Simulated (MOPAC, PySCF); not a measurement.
[Mo(=O)2(NH2)2], neutral singlet in the gas phase. 

Z-matrix (Å, degrees):
```
Mo
O 1 1.7089
O 1 1.7090 2 115.39
N 1 1.9470 2 107.39 3 119.89
H 4 1.0255 1 124.33 2 26.24
H 4 1.0256 5 111.28 1 177.97
N 1 1.9472 2 107.56 3 -119.90
H 7 1.0256 1 124.42 2 -26.53
H 7 1.0256 8 111.25 1 -178.10
```
Charge 0, multiplicity 1.

All levels are single points at this geometry (BP86-D3(BJ)/def2-SVP); Pople sets use spherical d functions. Orbital energies aren't observables, and empty levels follow the basis.

```tsv
level	HOMO (eV)	LUMO (eV)	gap (eV)	dipole (D)	vertical IE, Delta-SCF (eV)
TPSSh-D3(BJ)/def2-TZVP in PySCF	-6.91	-2.42	4.49	4.25	–
B3LYP/6-311+G** (LANL2DZ on Mo) in PySCF	-7.48	-2.68	4.80	4.25	–
M06-2X/6-31G* (LANL2DZ on Mo) in PySCF	-8.67	-1.09	7.58	4.32	–
SVWN5/6-31G* (LANL2DZ on Mo) in PySCF	-6.12	-2.86	3.26	4.35	–
AM1 in MOPAC	-10.51	-0.25	10.26	4.50	–
PM7 in MOPAC	-9.77	1.09	10.87	5.65	–
```
